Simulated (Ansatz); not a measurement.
**Energy profile**

The step: GeH₄O ([OH][GeH3]) + HF + HF → GeH₃F ([F][GeH3]) + H₂O + HF; bonds formed: Ge1–F7, O2–H8, H6–F9; bonds broken: Ge1–O2, H6–F7, H8–F9 (atoms numbered as in the saddle structure below).

Ge1  (-0.969, -0.607, -0.353)
O2  (-0.129, 1.065, 0.255)
H3  (-0.408, -1.202, -1.645)
H4  (-1.541, -1.477, 0.762)
H5  (-2.152, 0.315, -0.814)
H6  (1.706, -0.367, 0.555)
F7  (0.847, -1.222, 0.445)
H8  (0.900, 1.057, 0.400)
F9  (2.191, 0.588, 0.593)
H10  (-0.446, 1.851, -0.198)
(Å)

Electronic energies by CCSD(T) at an estimated basis limit (MP2 extrapolated from triple and quadruple zeta, plus CCSD(T) − MP2 in triple zeta), on PBE0-D4/def2-TZVP structures; GeH6OF2, singlet; no counterpoise correction. Computed with Ansatz 0.2.0 (basis: def2-TZVPP and def2-QZVPP); correlated methods freeze the cores. Filled d shells of the heavier atoms are correlated. The def2 sets are not built for correlating such inner shells, so the correlated values are less sure here. Extrapolation: Hartree–Fock as exp(−7.88 √X), correlation as X^−2.97.

Q: Give the profile in eV, counted from the separated reactants. (Judge from chemistry; the value comes from the calculation.)

A: The calculation gives:
```
                                                                                                                   point      eV
separated: GeH4O (linked as [OH][GeH3]; Ge1, O2, H3, H4, H5, H10; singlet) + HF (H6, F7; singlet) + HF (H8, F9; singlet)   0.000
                                                                                                         start structure  -0.830
                                                                                                                  saddle  -0.118
                                                                                                           end structure  -0.959
separated: GeH3F (linked as [F][GeH3]; Ge1, H3, H4, H5, F7; singlet) + H2O (O2, H8, H10; singlet) + HF (H6, F9; singlet)  -0.337
```
The saddle lies below the separated reactants: the barrier is submerged.

T1 diagnostic: at most 0.012.

Steps of this kind, hydrogen fluoride cutting a network bond, underlie vapour etching and the fluorination step of atomic layer etching.

For scale, one of the runs: CCSD(T)/def2-TZVPP, 225 basis functions, launched by `ansatz run in.yaml --threads 8 --pin off --events-out ev --progress --plain --max-ram 19148MiB`. Time: 57 s of wall clock on 8 CPU threads of an Intel Xeon Platinum 8259CL; the host was shared. Peak host memory: 4.1 GiB.
